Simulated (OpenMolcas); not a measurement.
# Pm3+: moving the ligands

Pm3+ with 6 ligands (fluoride) in trigonal prismatic coordination (D3h) at 2.28 Å, a polar angle of 50.6° against the regular 49.1°. A charge of +0.5 e stands 3.2 Å behind each ligand. Ligand basis ANO-RCC-VDZP.
```
Pm    0.0000    0.0000    0.0000
F     1.7611    0.0000    1.4480
F    -0.8806    1.5252    1.4480
F    -0.8806   -1.5252    1.4480
F     1.7611    0.0000   -1.4480
F    -0.8806    1.5252   -1.4480
F    -0.8806   -1.5252   -1.4480
```

- Program: OpenMolcas 26.06
- Method: CASSCF
- Basis: ANO-RCC-VDZP [7s6p4d2f1g]
- Scalar Hamiltonian: DKH2, point nucleus
- Active space: 4 electrons in 7 orbitals (4f)
- State averaging: 2S+1 = 5 even, 35 roots (33 in the spin-orbit step); 2S+1 = 3 even, 117 roots kept (CI in the orbitals of an earlier block, 106 in the spin-orbit step); 2S+1 = 1 even, 75 roots kept (CI in the orbitals of an earlier block, 31 in the spin-orbit step)
- Spin-orbit coupling: RASSI with atomic mean-field integrals over the reference wave functions

Runs around this geometry, states (labels of D3, the rotations of D3h). Energies in cm-1 above the lowest state or level, χT in cm3 K/mol.

```tsv
R (Å)	Ground state	First state of that spin	First gap with spin-orbit (degeneracies)	Width of lowest J	χT at 300 K
2.25	5A1	5E 55.4	69.7 (1, 2)	349	0.955
2.28	5A1	5E 51.4	65.3 (1, 2)	328	0.961
2.33	5A1	5E 45.3	58.6 (1, 2)	296	0.968
```

Taking the width of the lowest J multiplet as R^-n, n = -ln(296 / 349) / ln(2.33 / 2.25) = 4.7 between the shortest and longest distance.

High states are left out of the spin-orbit mixing, which shifts the levels that they would mix with. Without dynamic correlation the ligand-field splitting of an f shell can come out too small, at times by half. No measured value stands beside these numbers; the geometry was imposed, not optimised, and the real ion may take another.
